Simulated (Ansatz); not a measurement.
Ideal-gas functions of `[SiH]Br` at 500 K and 1 bar, from an Ansatz frequency run at PBE0-D4/def2-TZVP.

Molar mass 109.0 g/mol, point group Cs (symmetry number 1), electronic degeneracy 1, moments of inertia 2.25, 107.909, 110.159 u Å². Harmonic wavenumbers (cm⁻¹, unscaled): 412, 778, 2031.

Use S(trans) = R[1.5 ln M + 2.5 ln T − 1.1517]; rotational temperatures θ = 24.2544 K / I; S(rot) = R[ln(√π/σ · √(T³/θAθBθC)) + 1.5]; for each mode x = 1.438777 ν̃/T, S = R[x/(eˣ − 1) − ln(1 − e⁻ˣ)] and H = RT x/(eˣ − 1); 1 cm⁻¹ = 0.0119627 kJ/mol; R = 8.31446 J/(mol·K).

Q: By hand: the entropy, in J/(mol·K).

A: Translation 178.1. Rotation: θ = 10.7797, 0.2248, 0.2202 K, giving 97.3. Vibration, mode by mode: 7.37, 3.16, 0.17, in all 10.7. Electronic 0.0. Sum 286.1 J/(mol·K).

Q: By hand: H − E and G − E in kJ/mol, counted from the electronic energy.

A: Zero-point energy ½ × 3221 × 0.0119627 = 19.3; thermal vibration 3.3; translation, rotation and pV give 4 RT = 16.6. H − E = 39.2 kJ/mol, and G − E = 39.2 − 500 × 286.1/1000 = -103.8 kJ/mol.

Vibration gives 4 % of the entropy.
